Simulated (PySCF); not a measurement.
C3H6O, charge +1, doublet, at a GFN2-xTB geometry (a state made from the parent by changing its charge; the spin is typed, not shown lowest); PySCF with HF/STO-3G.

PySCF was given this input:
```python
from pyscf import gto, scf

mol = gto.Mole()
mol.atom = '''
    C    -1.185976   -0.144413   -0.713737
    C    -0.012713   -0.003753    0.242234
    C     1.255795    0.165764   -0.577458
    O    -0.075849   -0.023178    1.413201
    H    -1.302585   -1.216449   -0.902094
    H    -1.036215    0.370900   -1.659441
    H    -2.069112    0.238182   -0.193805
    H     2.088288   -0.171099    0.047009
    H     1.229215   -0.377623   -1.519424
    H     1.354563    1.235928   -0.784094
'''
mol.basis = 'sto-3g'
mol.charge = 1
mol.spin = 1
mol.verbose = 4
mol.build()

mf = scf.UHF(mol)
mf.kernel()
```

Output, abridged:

```
PySCF version 2.14.0

[INPUT] verbose = 4
[INPUT] num. atoms = 10
[INPUT] num. electrons = 31
[INPUT] charge = 1
[INPUT] spin (= nelec alpha-beta = 2S) = 1
[INPUT] symmetry False subgroup None
[INPUT] Mole.unit = angstrom
[INPUT] Symbol           X                Y                Z      unit          X                Y                Z       unit  Magmom
[INPUT]  1 C     -1.185976000000  -0.144413000000  -0.713737000000 AA   -2.241169830307  -0.272901018827  -1.348767454969 Bohr   0.0
[INPUT]  2 C     -0.012713000000  -0.003753000000   0.242234000000 AA   -0.024024088222  -0.007092142145   0.457755918058 Bohr   0.0
[INPUT]  3 C      1.255795000000   0.165764000000  -0.577458000000 AA    2.373108618598   0.313248561312  -1.091237468439 Bohr   0.0
[INPUT]  4 O     -0.075849000000  -0.023178000000   1.413201000000 AA   -0.143333836822  -0.043800072115   2.670562848961 Bohr   0.0
[INPUT]  5 H     -1.302585000000  -1.216449000000  -0.902094000000 AA   -2.461528903967  -2.298755454501  -1.704710598613 Bohr   0.0
[INPUT]  6 H     -1.036215000000   0.370900000000  -1.659441000000 AA   -1.958162556166   0.700899419601  -3.135889009874 Bohr   0.0
[INPUT]  7 H     -2.069112000000   0.238182000000  -0.193805000000 AA   -3.910055001051   0.450098747801  -0.366238371571 Bohr   0.0
[INPUT]  8 H      2.088288000000  -0.171099000000   0.047009000000 AA    3.946292389216  -0.323330250187   0.088834135390 Bohr   0.0
[INPUT]  9 H      1.229215000000  -0.377623000000  -1.519424000000 AA    2.322879698207  -0.713604048337  -2.871295227091 Bohr   0.0
[INPUT] 10 H      1.354563000000   1.235928000000  -0.784094000000 AA    2.559753088469   2.335565429681  -1.481722915915 Bohr   0.0

nuclear repulsion = 120.603793277233
number of shells = 18
number of NR pGTOs = 78
number of NR cGTOs = 26
basis = sto-3g
ecp = {}

******** <class 'pyscf.scf.uhf.UHF'> ********
method = UHF
initial guess = minao
damping factor = 0
level_shift factor = 0
DIIS = <class 'pyscf.scf.diis.CDIIS'>
diis_start_cycle = 1
diis_space = 8
diis_damp = 0
SCF conv_tol = 1e-09
SCF conv_tol_grad = None
SCF max_cycles = 50
direct_scf = True
direct_scf_tol = 1e-13
number electrons alpha = 16  beta = 15
Set gradient conv threshold to 3.16228e-05
init E= -190.225430825294

cycle= 1 E= -189.067428659771  delta_E= 1.16  |g|= 0.518  |ddm|= 2.63
cycle= 2 E= -189.150269540017  delta_E= -0.0828  |g|= 0.486  |ddm|=    1
cycle= 3 E= -189.266421985387  delta_E= -0.116  |g|= 0.0791  |ddm|= 0.459
cycle= 4 E= -189.281619185873  delta_E= -0.0152  |g|= 0.0463  |ddm|= 0.208
cycle= 5 E= -189.289893128692  delta_E= -0.00827  |g|= 0.0186  |ddm|= 0.19
cycle= 6 E= -189.291084614046  delta_E= -0.00119  |g|= 0.00645  |ddm|= 0.0766
cycle= 7 E= -189.291214318354  delta_E= -0.00013  |g|= 0.00336  |ddm|= 0.024
cycle= 8 E= -189.291257719797  delta_E= -4.34e-05  |g|= 0.00203  |ddm|= 0.0151
cycle= 9 E= -189.291276341253  delta_E= -1.86e-05  |g|= 0.00115  |ddm|= 0.0103
cycle= 10 E= -189.291282615928  delta_E= -6.27e-06  |g|= 0.000562  |ddm|= 0.00879
cycle= 11 E= -189.291283321262  delta_E= -7.05e-07  |g|= 0.000259  |ddm|= 0.00245
cycle= 12 E= -189.291283495235  delta_E= -1.74e-07  |g|= 0.000134  |ddm|= 0.00149
cycle= 13 E= -189.291283523532  delta_E= -2.83e-08  |g|= 3.18e-05  |ddm|= 0.000414
cycle= 14 E= -189.29128352553  delta_E= -2e-09  |g|= 1.32e-05  |ddm|= 9.96e-05
cycle= 15 E= -189.291283525941  delta_E= -4.1e-10  |g|= 3.44e-06  |ddm|= 5.63e-05
Extra cycle  E= -189.291283525963  delta_E= -2.19e-11  |g|= 2.38e-06  |ddm|= 6.27e-06
converged SCF energy = -189.291283525963  <S^2> = 0.78955401  2S+1 = 2.0391704
```
